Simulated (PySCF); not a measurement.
Some computed properties have been withheld. Give your best values.

Species: C₃H₁₁PSi.
SMILES: `C[Si](C)(C)P`

Conformer (atom-mapped SMILES and torsion angles): `[CH3:1][Si:2]([CH3:3])([CH3:4])[PH2:5]`: H–P5–Si2–C1 47°, H–P5–Si2–C1 -46°.

```tsv
property	level	value
point group	PBE0-D3(BJ)/def2-TZVP	?
rotational constants A, B, C	PBE0-D3(BJ)/def2-TZVP	3.083, 1.990, 1.983 GHz
dipole moment	PBE0/pcSseg-2	?
HOMO energy	PBE0/pcSseg-2	?
LUMO energy	PBE0/pcSseg-2	?
13C chemical shifts (computed TMS as zero) by class	GIAO PBE0/pcSseg-2	?
1H chemical shifts (computed TMS as zero) by class	GIAO PBE0/pcSseg-2	?
isotropic shieldings of nuclei other than C and H, by class	GIAO PBE0/pcSseg-2	?
```

Gas-phase values; electronic properties from PySCF, density fitting. Isolated species at its PBE0-D3(BJ)/def2-TZVP geometry, gas phase. NMR classes are plain means over equivalent atoms (diastereotopic ones count apart unless rotation or inversion swaps them), as if these changed places fast; in this geometry the members of some classes differ.

Question: The dipole moment?

Answer: 1.56 D.

Question: The point group?

Answer: Cs.

Question: What is the HOMO energy?

Answer: -7.06 eV.

Question: What are the 1H chemical shifts (computed TMS as zero) by class?

Answer: 1.53 (2 H), 0.23 (9 H) ppm.

Question: Give the 13C chemical shifts (computed TMS as zero) by class.

Answer: 2.6 (3 C) ppm.

Question: What are the isotropic shieldings of nuclei other than C and H, by class?

Answer: 337 (1 Si), 572 (1 P) ppm.

Question: What is the LUMO energy?

Answer: 0.18 eV.

The rotational constants make it an asymmetric top with κ = (2B − A − C)/(A − C) = -0.99, nearer the prolate limit (−1). In atomic units the dipole is 0.61 e·bohr (1 au = 2.5417 D). With B = h/(8π²I), that is 505.379 GHz u Å² over I, the principal moments of inertia are 163.9, 254.0 and 254.8 u Å² (most abundant isotopes); the inertial defect Ic − Ia − Ib is -163.1 u Å² (zero for a rigid planar frame, negative otherwise).
